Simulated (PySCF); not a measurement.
Structure with atom numbers: `[SiH3:1][SiH2:2][CH2:3][Cl:4]` (H(Xn): hydrogen on atom n).

[PySCF 2.14.0 with density-fitted response routines: GIAO PBE/pcSseg-2 shieldings; geometry from PBE0-D3(BJ)/def2-SVP; relativity neglected; in vacuum; averaged over atoms made equivalent by symmetry, fast rotation or ring inversion; one conformer]

Scale: 13C (179.39 ppm), 1H (31.18 ppm), 29Si (323.43 ppm) vs TMS; HCl for 35Cl (933.94 ppm) (reference shieldings calculated alike).

| atoms | nucleus | count | δ (ppm) |
| --- | --- | --- | --- |
| H(Si1) | 1H | 3 | 3.55 |
| C3 | 13C | 1 | 31.9 |
| Si1 | 29Si | 1 | -120.0 |
| H(C3) | 1H | 2 | ? |
| H(Si2) | 1H | 2 | ? |
| Cl4 | 35Cl | 1 | 97 |
| Si2 | 29Si | 1 | -65.9 |

Q: Complete the table.

A: 
- H(Si2): 4.24 ppm, hydrogen on a silicon bonded to C, Si
- H(C3): 3.11 ppm, hydrogen on an sp3 CH2 bonded to Cl and Si; its carbon carries Cl, hence the downfield position

Carbons that carry Cl, above all several Cl atoms, come out too deshielded, partly because spin–orbit coupling is missing. Shifts are as computed, not scaled to solution data. Of 1211 compounds with measured shifts, 218 miss one by over three times the rms of a fit or turn the order of signals round; such compounds aren't used in these exercises.
